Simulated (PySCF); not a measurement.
Start geometry of `C[C@H](CB)Cl` from a GFN2-xTB structure with every atom displaced at random (by about 0.01 Å) (Å):
```
atom  x, y, z in Å
B1     1.825    0.412   -0.293
C2     0.741   -0.694   -0.034
C3    -0.576   -0.257    0.616
C4    -1.393    0.577   -0.304
Cl5   -1.496   -1.724    1.116
H6     2.736    0.189   -0.951
H7     1.702    1.500    0.172
H8     0.531   -1.243   -0.948
H9     1.241   -1.413    0.640
H10   -0.361    0.282    1.564
H11   -2.365    0.850    0.199
H12   -0.886    1.480   -0.578
H13   -1.693    0.024   -1.211
```

What comes out of this run: PBE0-D3(BJ)/def2-SVP geometry optimisation, gas phase (PySCF)?

```
atom  x, y, z in Å
B1     1.6802    0.4003   -0.6691
C2     0.6853   -0.7065   -0.2131
C3    -0.4360   -0.2922    0.7181
C4    -1.4768    0.5837    0.0531
Cl5   -1.2527   -1.7618    1.3977
H6     2.4957    0.1486   -1.5262
H7     1.7029    1.4965   -0.1527
H8     0.2929   -1.2745   -1.0762
H9     1.3498   -1.4391    0.2943
H10   -0.0196    0.2210    1.5975
H11   -2.2802    0.8472    0.7547
H12   -1.0079    1.5159   -0.3017
H13   -1.9243    0.0671   -0.8095
```

The energy falls by 3.2 kcal/mol over 9 energy and gradient evaluations, the largest force component goes from 0.0447 to 3.6e-04 Eh/bohr, and the atoms move by 0.033 Å rms after alignment. The bond that changes most is B1–H6 (three-coordinate boron to B–H hydrogen), which lengthens by 0.064 Å. Bonds longer at the end by more than 0.005 Å: 7 of 12; shorter: 4. Among the angles that change most is H11–C4–H13, from 104.7° to 108.4°. Rotational constants go from 6888, 2392, 1907 to 6778, 2385, 1894 MHz. The orientation of the end geometry is arbitrary; only internal coordinates are fixed.

The run used 114 basis functions and 56 SCF cycles in all.

No PBE0-D3(BJ)/def2-SVP frequencies stand behind this structure, so it isn't proved a minimum. One conformer, not necessarily the lowest.
